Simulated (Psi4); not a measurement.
CHCl$_{2}$F (SMILES FC(Cl)Cl), singlet, geometry from GFN2-xTB. Base run: CCSD(T)/def2-SVP in Psi4.

Psi4 was given this input:
```
memory 2 GB

molecule {
0 1
F    -0.09975657    1.52376514   -0.46190637
C    -0.03256263    0.44836562    0.33744074
Cl    1.48967117   -0.40724182    0.03200189
Cl   -1.42170159   -0.60382484    0.01226244
H    -0.06229788    0.78405318    1.38001924
}

set {
  basis def2-svp
  freeze_core true
}

energy('ccsd(t)')
print_variables()
```

Each row names what was changed in the base input (with any setting that the change needs).

```csv
change,ΔE vs base (kcal/mol),MP2 correlation (Eh),basis functions
base,0.000,-0.59007,69
method = mp3,?,-0.58999,69
method = mp2,29.30,-0.58999,69
method = qcisd(t),-0.391,-0.59007,69
method = fno-ccsd(t),0.000,-0.59007,69
method = ccsd,?,-0.59007,69
method = mp4,-1.23,-0.59007,69
method = dlpno-mp2,29.35,-0.58992,69
```

Problem. Some entries are withheld; supply them.

Solution. 
- method = mp3, ΔE vs base (kcal/mol): 12.57
- method = ccsd, ΔE vs base (kcal/mol): 9.14
